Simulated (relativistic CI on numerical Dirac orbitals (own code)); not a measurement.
## One change at a time: Hf LXXI

Base calculation: Dirac-Coulomb-Breit CI, separate exchange-only KLI orbitals for each configuration, a model potential for QED, unscaled Slater integrals.

Configuration list: 1s2, 1s.2s, 1s.2p, 1s.3s, 1s.3p, 1s.3d, 1s.4s, 1s.4p, 1s.4d, 1s.4f, 1s.5s, 1s.5p, 1s.5d, 1s.5f, 1s.5g, 1s.6s, 1s.6p, 1s.6d, 2s2. Levels of other configurations are missing.

The lowest level and the first level of each name with at least 55 % of one term (blank where a level has no safe partner in the second run):

```csv
Level,Base (eV),Shift (eV)
1s2 1S_0,0.0,0.0
1s.2s 3S_1,55578.6,-1.5
1s.2p 3P°_1,55690.0,-1.7
1s.2s 1S_0,55722.7,-0.3
1s.2p 3P°_0,55724.8,-1.9
1s.2p 3P°_2,57081.4,-1.6
1s.2p 1P°_1,57130.1,-1.5
1s.3s 3S_1,66309.3,-1.5
1s.3p 3P°_1,66339.1,-1.6
1s.3s 1S_0,66347.7,-1.3
1s.3p 3P°_0,66348.2,-1.7
1s.3p 3P°_2,66753.3,-1.5
1s.3d 3D_2,66763.0,-1.5
1s.3d 3D_1,66766.8,-1.5
1s.3p 1P°_1,66767.8,-1.6
1s.3d 3D_3,66882.7,-1.5
1s.3d 1D_2,66885.5,-1.5
1s.4s 3S_1,69992.0,-1.5
1s.4p 3P°_1,70004.0,-1.5
1s.4s 1S_0,70007.6,-1.5
1s.4p 3P°_0,70007.7,-1.6
1s.4p 3P°_2,70177.6,-1.5
```

At this charge energies of transitions that change n are usually good to better than 1 %, and those within a shell (Δn = 0) to a few per cent.

**Question.** One thing was changed in a second run, which moved the levels as shown. Which?
A. Breit term removed
B. valence Slater integrals scaled by 0.9
C. QED terms removed
D. configuration mixing switched off
E. one mean potential for all configurations

**Answer.** E. One mean potential for all configurations. One potential for all configurations removes the relaxation of the orbitals, which moves whole configurations and changes the integrals a little.

LS names give the leading component of a level, which can be under half, so a name can repeat, a term be missing and a line seem to break the LS rules.
